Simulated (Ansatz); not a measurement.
Isolated molecules relaxed with PBE0-D4/def2-TZVP in Ansatz; ΔE leaves out vibrations. CCSD(T)/CBS is the MP2 limit (def2-TZVPP, def2-QZVPP) plus CCSD(T) − MP2 in def2-TZVPP, frozen cores. DFT in def2-TZVPP. B3LYP here is the variant with VWN-RPA as its local correlation; programs differ in this. HSE06 is defined as in plane-wave codes. Elements past krypton have def2 core potentials. For In, Mg outer-core shells are correlated without core-valence functions, which leaves a few kJ/mol of doubt a bond. Each species was taken in one conformer, which may not be the lowest.

Consider the redistribution: `[F][Mg][F]` + `C[CH2][In]([Cl])[CH](C)C` → `C[CH](C)[Mg][F]` + `C[CH2][In]([F])[Cl]`.

`[F][Mg][F]`:

```xyz
3

F     0.820    0.916    1.239
Mg    0.000    0.000    0.000
F    -0.820   -0.916   -1.239
```

`C[CH2][In]([Cl])[CH](C)C`:

```xyz
19

C    -2.860    1.841    0.657
C    -1.705    1.088    1.301
In   -0.635   -0.190   -0.066
Cl   -2.039   -0.690   -1.928
C     1.259   -1.207   -0.348
C     2.311   -0.807    0.675
C     1.748   -1.031   -1.779
H    -2.514    2.538   -0.110
H    -3.415    2.423    1.400
H    -3.564    1.162    0.171
H    -2.060    0.434    2.103
H    -0.982    1.769    1.758
H     0.998   -2.262   -0.198
H     2.580    0.250    0.589
H     3.234   -1.381    0.525
H     1.984   -0.980    1.704
H     0.994   -1.327   -2.511
H     2.023    0.008   -1.987
H     2.645   -1.638   -1.954
```

`C[CH](C)[Mg][F]`:

```xyz
12

C    -0.306    1.341    0.268
C     0.379    0.052   -0.182
C     0.338   -0.993    0.931
Mg   -0.367   -0.671   -2.011
F    -0.994   -1.273   -3.543
H    -0.220    2.146   -0.469
H     0.130    1.718    1.205
H    -1.373    1.193    0.463
H     1.434    0.287   -0.378
H     0.897   -1.900    0.681
H    -0.686   -1.300    1.170
H     0.769   -0.600    1.864
```

`C[CH2][In]([F])[Cl]`:

Cartesian coordinates in Å:
```
C 0.732 -1.177 -0.348
C 0.465 -0.024 0.606
In -1.104 1.283 -0.039
F -2.041 0.939 -1.716
Cl -1.992 3.189 0.937
H -0.144 -1.815 -0.476
H 1.543 -1.805 0.034
H 1.026 -0.830 -1.340
H 1.343 0.611 0.741
H 0.172 -0.371 1.600
```

```json
{"level": "PBE-D4", "ΔE (kJ/mol)": "111.0", "difference from CCSD(T)/CBS": "-16.4"}
{"level": "revPBE-D4", "ΔE (kJ/mol)": "113.7", "difference from CCSD(T)/CBS": "-13.7"}
{"level": "BLYP-D4", "ΔE (kJ/mol)": "113.0", "difference from CCSD(T)/CBS": "-14.4"}
{"level": "r2SCAN-D4", "ΔE (kJ/mol)": "120.0", "difference from CCSD(T)/CBS": "-7.4"}
{"level": "B97M-V", "ΔE (kJ/mol)": "109.1", "difference from CCSD(T)/CBS": "-18.3"}
{"level": "PBE0-D4", "ΔE (kJ/mol)": "117.6", "difference from CCSD(T)/CBS": "-9.8"}
{"level": "B3LYP-D4", "ΔE (kJ/mol)": "117.7", "difference from CCSD(T)/CBS": "-9.7"}
{"level": "r2SCANh-D4", "ΔE (kJ/mol)": "121.6", "difference from CCSD(T)/CBS": "-5.8"}
{"level": "r2SCAN0-D4", "ΔE (kJ/mol)": "123.6", "difference from CCSD(T)/CBS": "-3.8"}
{"level": "HSE06-D4", "ΔE (kJ/mol)": "117.0", "difference from CCSD(T)/CBS": "-10.4"}
{"level": "BHLYP-D4", "ΔE (kJ/mol)": "121.9", "difference from CCSD(T)/CBS": "-5.5"}
{"level": "CAM-B3LYP-D4", "ΔE (kJ/mol)": "116.7", "difference from CCSD(T)/CBS": "-10.7"}
{"level": "ωB97X-V", "ΔE (kJ/mol)": "117.3", "difference from CCSD(T)/CBS": "-10.1"}
{"level": "ωB97M-V", "ΔE (kJ/mol)": "117.1", "difference from CCSD(T)/CBS": "-10.3"}
{"level": "B2PLYP", "ΔE (kJ/mol)": "115.7", "difference from CCSD(T)/CBS": "-11.7"}
{"level": "PBE-QIDH", "ΔE (kJ/mol)": "123.5", "difference from CCSD(T)/CBS": "-3.9"}
{"level": "PBE", "ΔE (kJ/mol)": "104.0", "difference from CCSD(T)/CBS": "-23.4"}
{"level": "BLYP", "ΔE (kJ/mol)": "99.7", "difference from CCSD(T)/CBS": "-27.7"}
{"level": "r2SCAN", "ΔE (kJ/mol)": "117.8", "difference from CCSD(T)/CBS": "-9.6"}
{"level": "PBE0", "ΔE (kJ/mol)": "111.2", "difference from CCSD(T)/CBS": "-16.2"}
{"level": "B3LYP", "ΔE (kJ/mol)": "106.7", "difference from CCSD(T)/CBS": "-20.7"}
{"level": "r2SCANh", "ΔE (kJ/mol)": "119.2", "difference from CCSD(T)/CBS": "-8.2"}
{"level": "r2SCAN0", "ΔE (kJ/mol)": "120.9", "difference from CCSD(T)/CBS": "-6.5"}
{"level": "HSE06", "ΔE (kJ/mol)": "110.8", "difference from CCSD(T)/CBS": "-16.6"}
{"level": "BHLYP", "ΔE (kJ/mol)": "111.6", "difference from CCSD(T)/CBS": "-15.8"}
{"level": "CAM-B3LYP", "ΔE (kJ/mol)": "109.8", "difference from CCSD(T)/CBS": "-17.6"}
{"level": "LC-ωPBE", "ΔE (kJ/mol)": "114.1", "difference from CCSD(T)/CBS": "-13.3"}
{"level": "RPA@PBE/def2-TZVPP", "ΔE (kJ/mol)": "117.7", "difference from CCSD(T)/CBS": "-9.7"}
{"level": "HF/def2-SVP", "ΔE (kJ/mol)": "120.6", "difference from CCSD(T)/CBS": "-6.8"}
{"level": "MP2/def2-SVP", "ΔE (kJ/mol)": "132.5", "difference from CCSD(T)/CBS": "5.1"}
{"level": "CCSD/def2-SVP", "ΔE (kJ/mol)": "127.8", "difference from CCSD(T)/CBS": "0.4"}
{"level": "CCSD(T)/def2-SVP", "ΔE (kJ/mol)": "128.2", "difference from CCSD(T)/CBS": "0.8"}
{"level": "HF/def2-TZVPP", "ΔE (kJ/mol)": "108.9", "difference from CCSD(T)/CBS": "-18.5"}
{"level": "CCSD/def2-TZVPP", "ΔE (kJ/mol)": "124.3", "difference from CCSD(T)/CBS": "-3.1"}
{"level": "CCSD(T)/def2-TZVPP", "ΔE (kJ/mol)": "124.4", "difference from CCSD(T)/CBS": "-3.0"}
{"level": "HF/def2-QZVPP", "ΔE (kJ/mol)": "112.9", "difference from CCSD(T)/CBS": "-14.5"}
{"level": "SCS-MP2/def2-QZVPP", "ΔE (kJ/mol)": "132.0", "difference from CCSD(T)/CBS": "4.6"}
{"level": "HF/CBS(def2)", "ΔE (kJ/mol)": "113.4", "difference from CCSD(T)/CBS": "-14.0"}
{"level": "MP2/CBS(def2)", "ΔE (kJ/mol)": "139.0", "difference from CCSD(T)/CBS": "11.6"}
{"level": "CCSD/CBS(def2)", "ΔE (kJ/mol)": "127.3", "difference from CCSD(T)/CBS": "-0.1"}
{"level": "CCSD(T)/CBS", "ΔE (kJ/mol)": "127.4", "difference from CCSD(T)/CBS": "0"}
```

Largest T1 diagnostic among the species: 0.013.

In def2-TZVPP, CCSD(T) changes the Hartree–Fock value by +15.5 kJ/mol (the triples alone add +0.1 kJ/mol) and MP2 by +27.1 kJ/mol. The D4 term adds +11.0 kJ/mol with B3LYP and +6.4 kJ/mol with PBE0; it sums over pairs of atoms, weighted by their polarisabilities, and B3LYP, whose exchange is more repulsive, gets the larger term.
